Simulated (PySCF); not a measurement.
A GIAO shielding run with PySCF 2.14.0 with density-fitted response routines (density fitting, non-relativistic, gas phase) on SMILES C[Si@@H](N)SCC#N, C$_{3}$H$_{8}$N$_{2}$SSi:

```
$ OMP_NUM_THREADS=1 python probes_run.py task.json out

{"job": {"kind": "nmr", "xc": "PBE0", "basis": "pcSseg-1"}, "charge": 0, "multiplicity": 1}
C     -1.418851    -1.142232     0.430780
Si    -1.072266     0.496926    -0.442771
N     -0.697965     1.665730     0.769465
S      0.717347     0.452699    -1.670111
C      2.006123     0.153164    -0.390340
C      1.992533    -1.218278     0.018958
N      1.947695    -2.317086     0.334134
H     -0.637627    -1.397845     1.141198
H     -2.359915    -1.097743     0.969785
H     -1.486104    -1.956988    -0.283647
H     -2.082929     0.834671    -1.441981
H     -1.303239     1.744712     1.571017
H     -0.384659     2.581463     0.483599
H      1.813976     0.810275     0.458842
H      2.961467     0.398523    -0.855737
```

Hardware: 1 thread of an Intel Xeon, shared host. The job also computes population analyses, field gradients.

Problem. How large is the calculation?

Solution. 70 electrons, 173 basis functions and 935 auxiliary functions.

Problem. How long does it take, and how much memory does it need?

Solution. 57 s of wall time, with 14 SCF cycles and 5 response iterations; peak memory 0.77 GiB. Times on a shared host scatter by some tens of per cent.
